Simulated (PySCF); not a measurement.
Gas-phase reaction: 4 GeH₃ + C₃H₄ (cyclic) ⇌ 4 GeH₄ + 3 C

Method: PySCF energies plus ideal-gas RRHO corrections (1 bar). † marks an energy on the PBE0/def2-TZVP geometry and frequencies; other levels use their own. 6-31G* has spherical d functions here. Open shells (unrestricted): GeH₃ (multiplicity 2), C (multiplicity 3); the rest are closed-shell singlets. Spin-orbit splitting is ignored; it lowers the true energy and changes the entropy of C. B3LYP is the form with VWN-RPA correlation. Ge: all electrons, no relativistic terms. GeH₃: computed as isolated molecules; such fragments, hydroxides, amides, oligomers or adducts are transient or little studied in the gas.

PBE0/def2-SVP† gives ΔH°(298 K) = 1424 kJ.

Q: What do r2SCAN/def2-TZVP†, PBE/def2-TZVP†, B3LYP/6-31G* give?

A: r2SCAN/def2-TZVP†: 1364 kJ; PBE/def2-TZVP†: 1455 kJ; B3LYP/6-31G*: 1328 kJ. For scale, ΔH°(298 K) is 1424 kJ at this level, 1326 kJ at ωB97M-V/def2-TZVP†, and runs from 871 to 1918 kJ over the 20 levels computed.
